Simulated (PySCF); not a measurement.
## Predicted spectroscopic data

- GIAO PBE0/pcSseg-1 shieldings
- structure optimised with GFN2-xTB
- program: PySCF 2.14
- equivalent nuclei averaged, a single conformation, no solvent model, non-relativistic

Chemical shifts δ = σref − σ; TMS for ¹H (31.72 ppm), ¹³C (186.93 ppm), all at this level. Where no couplings were computed, multiplicities follow the n + 1 count of equivalent neighbours, and m marks all less simple cases (inequivalent or close neighbours, rings, F or P nearby). Shifts are as computed. Against solution values, carbons near 30 ppm lie about +3 ppm off and those near 130 ppm about +5 ppm. Of 1211 compounds with measured shifts, 218 miss one by over three times the rms of a fit or turn the order of signals round; such compounds aren't used in these exercises. OH and NH positions are gas-phase values without hydrogen bonding to other molecules.

Compound 1 (C8H12O2). ¹H NMR (600 MHz, computed): δ 6.03 (br s, 1H), 5.87 (br s, 1H), 4.95 (s, 2H), 4.13 (s, 2H), 3.49 (s, 3H), 2.16 (s, 3H). ¹³C{¹H} NMR (computed): δ 135.0, 126.8, 99.6, 96.2, 84.4, 73.4, 56.4, 5.6. Structure: `C=C(C#CC)COCOC`.

Compound 2 (C8H6O). ¹H NMR (600 MHz, computed): δ 7.55 (m, 1H), 7.38 (d, 1H), 7.16 (d, 1H), 6.95 (s, 1H), 4.31 (br s, 1H), 2.77 (s, 1H). ¹³C{¹H} NMR (computed): δ 163.5, 135.6, 131.1, 127.8, 122.8, 120.7, 88.9, 87.2. Structure: 3-ethynylphenol (C#Cc1cccc(O)c1).
